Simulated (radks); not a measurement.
Values are calculated unless marked as measured or tabulated.
Problem. These are the eigenvalues of the occupied orbitals of an atom or ion with whole-number occupations (hartree). Level of theory: Dirac Kohn-Sham, PBE, spin-unpolarised, spherical densities, finite nucleus; Fermi nuclear charge, rms radius of each element as measured or else 0.836 A^(1/3) + 0.57 fm (a radial shooting solver on a logarithmic mesh with Libxc functionals).

| orbital | eigenvalue |
|---|---|
| 1s1/2 | -1535.645 |
| 2s1/2 | -247.3279 |
| 2p1/2 | -233.7855 |
| 2p3/2 | -216.0636 |
| 3s1/2 | -53.71344 |
| 3p1/2 | -47.95180 |
| 3p3/2 | -44.44059 |
| 3d3/2 | -34.38530 |
| 3d5/2 | -33.62851 |
| 4s1/2 | -11.04277 |
| 4p1/2 | -8.88672 |
| 4p3/2 | -8.13168 |
| 4d3/2 | -4.59210 |
| 4d5/2 | -4.45971 |
| 5s1/2 | -1.89828 |
| 5p1/2 | -1.32490 |
| 5p3/2 | -1.22161 |
| 4f5/2 | -0.51195 |

Which element is it, and in what charge state? The configuration may be excited. Open shells, if any, fill j = l - 1/2 first.

Solution. Z = 59, praseodymium, charge +2: Pr2+ in [Xe] 4f3. The list shows which subshells hold electrons but not how many an open one holds; the 1s level, -1535.6 hartree, gives Z - s = 55.4 by -(Z - s)^2/2, which with screening and relativity narrows Z to a few neighbours, and the depths of the outer levels then fix element, charge and occupations together.
